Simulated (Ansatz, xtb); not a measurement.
## Relaxing a trial structure of FGa2H3Si

The starting geometry of this gas-phase singlet was built from a drawn formula by distance geometry and a force field; its bonds are those of `[F][GaH][Si][GaH2]`.

```xyz
7

F    -3.8252   -1.9444    0.9316
Ga   -2.1036   -1.9148    0.4651
Ga    0.8657   -3.0969   -1.5893
Si   -0.4329   -3.2250    0.2506
H    -1.6244   -1.0049    1.7056
H     0.2079   -3.0737   -2.7975
H     2.2739   -3.4302   -1.1468
```

Predict what it relaxes into with r2SCAN-D4/def2-SVP.

It keeps its bonds, and is `[F][GaH][Si][GaH2]`. Distances that change by over a tenth: Ga2–Si4 (2.13 → 2.39 Å), Ga3–H6 (1.38 → 1.57 Å).

The energy falls by 1.91 eV over 15 steps:

| step | E − E(last) (eV) |
| --- | --- |
| 1 | 1.906 |
| 3 | 0.565 |
| 4 | 0.340 |
| 6 | 0.125 |
| 7 | 0.067 |
| 9 | 0.013 |
| 10 | 0.005 |
| 12 | 0.000 |
| 13 | 0.000 |
| 15 | 0.000 |

Final geometry (Å):

```yaml
atoms:
  - { symbol: F, position_ang: [-3.1424, -1.8332, -0.1122] }
  - { symbol: Ga, position_ang: [-1.6520, -2.0226, 0.8266] }
  - { symbol: Ga, position_ang: [0.4511, -3.1382, -1.3057] }
  - { symbol: Si, position_ang: [-0.7029, -4.1867, 0.4614] }
  - { symbol: H, position_ang: [-1.3629, -0.8173, 1.7799] }
  - { symbol: H, position_ang: [-0.1211, -3.1304, -2.7638] }
  - { symbol: H, position_ang: [1.8915, -2.5615, -1.0667] }
```

From the same start GFN2-xTB reaches the same bonding as this run.

No frequencies were run, so the end isn't proven a minimum. Run with Ansatz 0.2.0, 44 s on 2 threads of AMD EPYC 7R43 64-Core Processor (Zen 3) (shared host).
